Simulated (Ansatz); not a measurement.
Gas-phase electronic energies from Ansatz, PBE0-D4/def2-TZVP geometries. CCSD(T)/CBS is the MP2 limit (def2-TZVPP, def2-QZVPP) plus CCSD(T) − MP2 in def2-TZVPP, frozen cores. This one scheme is used for every species. Functionals use def2-TZVPP. B3LYP here is the variant with VWN-RPA as its local correlation; programs differ in this. One conformer a species, not always the lowest.

Consider the formal exchange of groups at a B–O bond: `NB(O)O` + BH₃ → `BB(N)O` + H₂O.

```json
{"level": "PBE-D4", "ΔE (kJ/mol)": "120.5", "difference from CCSD(T)/CBS": "-13.2"}
{"level": "revPBE-D4", "ΔE (kJ/mol)": "120.2", "difference from CCSD(T)/CBS": "-13.5"}
{"level": "BLYP-D4", "ΔE (kJ/mol)": "130.1", "difference from CCSD(T)/CBS": "-3.6"}
{"level": "B97M-V", "ΔE (kJ/mol)": "136.9", "difference from CCSD(T)/CBS": "3.2"}
{"level": "B3LYP-D4", "ΔE (kJ/mol)": "137.6", "difference from CCSD(T)/CBS": "3.9"}
{"level": "r2SCANh-D4", "ΔE (kJ/mol)": "139.2", "difference from CCSD(T)/CBS": "5.5"}
{"level": "BHLYP-D4", "ΔE (kJ/mol)": "148.6", "difference from CCSD(T)/CBS": "14.9"}
{"level": "ωB97X-V", "ΔE (kJ/mol)": "137.3", "difference from CCSD(T)/CBS": "3.6"}
{"level": "BLYP", "ΔE (kJ/mol)": "131.6", "difference from CCSD(T)/CBS": "-2.1"}
{"level": "r2SCAN", "ΔE (kJ/mol)": "137.4", "difference from CCSD(T)/CBS": "3.7"}
{"level": "LC-ωPBE", "ΔE (kJ/mol)": "135.3", "difference from CCSD(T)/CBS": "1.6"}
{"level": "MP2/def2-SVP", "ΔE (kJ/mol)": "161.2", "difference from CCSD(T)/CBS": "27.5"}
{"level": "CCSD/def2-TZVPP", "ΔE (kJ/mol)": "140.7", "difference from CCSD(T)/CBS": "7.0"}
{"level": "HF/def2-QZVPP", "ΔE (kJ/mol)": "163.5", "difference from CCSD(T)/CBS": "29.8"}
{"level": "MP2/def2-QZVPP", "ΔE (kJ/mol)": "139.6", "difference from CCSD(T)/CBS": "5.9"}
{"level": "HF/CBS(def2)", "ΔE (kJ/mol)": "163.4", "difference from CCSD(T)/CBS": "29.7"}
{"level": "CCSD(T)/CBS", "ΔE (kJ/mol)": "133.7", "difference from CCSD(T)/CBS": "0"}
```

Largest T1 diagnostic among the species: 0.013.

In def2-TZVPP, CCSD(T) changes the Hartree–Fock value by −26.2 kJ/mol (the triples alone add −3.1 kJ/mol) and MP2 by −21.8 kJ/mol. From BLYP to BHLYP (50 % exact exchange), in def2-TZVPP and without D4, ΔE moves by +18.6 kJ/mol. At CCSD(T), def2-SVP lies +20.9 kJ/mol from the extrapolated value and def2-TZVPP +4.0 kJ/mol.
